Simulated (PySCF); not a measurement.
**Exercise with solution: dipole moment from atomic charges**

Bi(Me)(OH)2 (CH5BiO2), SMILES [CH3][Bi]([OH])[OH]. Atoms are numbered in the order given.

```xyz
9

Bi    -0.1223     0.2711     0.0000
C      2.0957    -0.3292     0.0000
H      2.5891     0.0659     0.9004
H      2.5891     0.0659    -0.9004
H      2.1624    -1.4281     0.0000
O     -0.6068    -0.9820     1.6273
H     -0.0290    -1.7590     1.6549
O     -0.6068    -0.9820    -1.6273
H     -0.0290    -1.7590    -1.6549
```
Charge 0, spin multiplicity 1.

Coordinates come from a B3LYP-D3(BJ)/def2-SVP optimisation. The def2 effective core potentials stand for the cores of Bi; spin–orbit coupling is left out. The values are those of a single conformer.

Charges (e) from HF/def2-TZVP (PySCF):

```csv
atom,ESP fit,Mulliken
Bi1,0.860,1.195
C2,-0.714,-0.609
H3,0.187,0.135
H4,0.187,0.135
H5,0.183,0.120
O6,-0.760,-0.813
H7,0.408,0.325
O8,-0.760,-0.813
H9,0.408,0.325
```

The dipole moment of the full density is 3.38 D.

Question: What dipole moment does each set of point charges give, and which comes closer to that of the density?

Answer: 
μ = Σ q r, and 1 e Å = 4.8032 D.
ESP fit: Σ q r = (0.661, 0.289, 0.000) e Å, |μ| = 3.47 D.
Mulliken: Σ q r = (0.504, 0.824, 0.000) e Å, |μ| = 4.64 D.
ESP fit comes closer in size. Point charges leave out the atoms' own dipoles (lone pairs, polarised bonds); fits to the potential absorb them, partitions of the density don't.
